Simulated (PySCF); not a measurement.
**Where the electron goes**

Species: C5H8FN.
Numbering: `[H]/[N:1]=[CH:2]/[C@@H:3]1[CH2:4][CH2:5][C@@H:6]1[F:7]` (hydrogens: H8 on N1; H9 on C2; H10 on C3; H11, H12 on C4; H13, H14 on C5; H15 on C6)

The calculation used TDDFT CAM-B3LYP/def2-SVPD, vertical, gas phase, core orbitals frozen in the response in PySCF. Isolated species at its GFN2-xTB geometry (one conformer only). Torsions of this conformer, `[H]/[N:1]=[CH:2]/[C@@H:3]1[CH2:4][CH2:5][C@@H:6]1[F:7]`: N1–C2–C3–C4 -9°.

Frontier orbitals with the atoms that hold most of them (Löwdin shares over 4%, at most four atoms; ? is withheld):

```
orbital  ε (eV)                            atoms
 LUMO+2    1.86  C5 12%, H9 11%, H14 11%, C4 10%
 LUMO+1    1.43   C2 19%, H9 11%, H10 11%, C3 9%
   LUMO    0.89     N1 30%, C2 29%, C3 7%, C6 7%
   HOMO   -9.02                                ?
 HOMO-1   -9.99                                ?
 HOMO-2  -10.19   C6 19%, F7 16%, C4 15%, C5 14%
 HOMO-3  -11.03   C4 17%, N1 16%, C5 14%, C2 14%
```

(1) Which atoms hold the HOMO, and with what shares?

(2) Give the leading atoms of the HOMO-1.

(3) The HOMO–LUMO gap is 9.91 eV. Where does the response calculation put the lowest singlet, and from which orbitals?

(4) One configuration dominates each of S1, S4 and S7. Which, and how do the shares of the two leading atoms of either orbital change from the occupied to the empty one?

Answers

(1) N1 (bonded to C and H) 56%; C2 (bonded to C, N and H) 15%; H8 (bonded to N) 7%; H9 (bonded to C) 7%. By element: nitrogen 56%, carbon 15% or more, hydrogen 14% or more.

(2) N1 (bonded to C and H) 22%; C3 (bonded to 3 C and H) 16%; C6 (bonded to 2 C, F and H) 14%; C2 (bonded to C, N and H) 11%. By element: carbon 41% or more, nitrogen 22%.

(3) S1 is at 5.32 eV (f = 0.0020), 4.59 eV below the gap, made of HOMO→LUMO (86%). 

(4) 
- S1 (5.32 eV, f 0.0020), HOMO→LUMO (86%): N1 56% → 30%, C2 15% → 29%
- S4 (7.76 eV, f 0.018), HOMO-2→LUMO (70%): C6 19% → 7%, F7 16% → at most 8%, N1 at most 14% → 30%, C2 at most 14% → 29%
- S7 (8.42 eV, f 0.018), HOMO-1→LUMO+1 (73%): N1 22% → at most 9%, C3 16% → 9%, C2 11% → 19%, H9 at most 11% → 11%
